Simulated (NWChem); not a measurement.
A series in which one site is exchanged, each optimised at PBE0/def2-SVP with NWChem, gas phase unless a solvent is named. All stand in one matching conformer (torsions within 35°), which need not be the lowest. This build's default masses of Se (78.918 u) and Br (79.917 u) are each other's, which moves their modes by up to 0.6 %. Shieldings are non-relativistic GIAO values without spin-orbit effects.

A: [F][AlH][NH2] (AlNH3F; site = F)
B: [NH2][AlH][Cl] (AlNH3Cl; site = Cl)
C: [NH2][AlH][Br] (AlNH3Br; site = Br)
D: [NH2][AlH2] (AlNH$_{4}$; site = H)

Values for A:

```
Property                                             Result
---------------------------------------------------  ------
dipole (D), PBE0/def2-SVP                              2.39
orbital gap (eV), PBE0/def2-SVP                        7.66
highest harmonic frequency (cm⁻¹), PBE0/def2-SVP       3713
lowest singlet excitation, PBE0/def2-SVPD, TDA (eV)    6.31
Al absolute shielding, KT2/pcSseg-1 (ppm)             426.2
```

**Question.** How do these values change for the other members?

**Answer.** 
```
change from A                                            B      C      D
---------------------------------------------------  -----  -----  -----
dipole (D), PBE0/def2-SVP                            +0.03  +0.05  -0.86
orbital gap (eV), PBE0/def2-SVP                      -0.30  -0.46  -0.71
highest harmonic frequency (cm⁻¹), PBE0/def2-SVP        -2     -3     -7
lowest singlet excitation, PBE0/def2-SVPD, TDA (eV)  -0.02  -0.11  -0.18
Al absolute shielding, KT2/pcSseg-1 (ppm)            -30.8  -42.3  -61.8
```
